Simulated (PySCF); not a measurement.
C2H7Al (SMILES C[CH2][AlH2]), singlet, geometry from GFN2-xTB (such geometries of metal compounds can be far from the true shape).

Here is a job for PySCF.
```python
from pyscf import gto, scf, dft

mol = gto.M(
    atom='''
Al   -0.651650    0.887057    0.566971
H    -1.061192    1.546045    1.909045
H    -1.301563    1.529836   -0.688519
C     0.588972   -0.662527    0.315943
C     0.601131   -0.932932   -1.202559
H     0.284501   -1.580119    0.840142
H     1.619638   -0.477777    0.652853
H     0.927094   -0.044037   -1.745952
H    -0.402788   -1.176182   -1.554934
H     1.265148   -1.756759   -1.463564
''',
    basis='pcseg-0',
    charge=0,
    spin=0,
    verbose=4,
    max_memory=1800,
)

mf = dft.RKS(mol)
mf.xc = 'camb3lyp'
mf = mf.density_fit(auxbasis='def2-universal-jkfit')
mf.kernel()
```

Q: Give the total energy at the level PySCF with DF-CAMB3LYP/pcseg-0.

A: -322.2909 Eh

Q: Estimate the Mulliken (on the basis functions themselves) charges in atom order that DF-CAMB3LYP/pcseg-0 returns for this input.

A: Al1 1.03, H2 -0.27, H3 -0.27, C4 -0.97, C5 -0.55, H6 0.22, H7 0.22, H8 0.20, H9 0.20, H10 0.20

Q: Estimate the HOMO energy that DF-CAMB3LYP/pcseg-0 returns for this input.

A: -9.13 eV
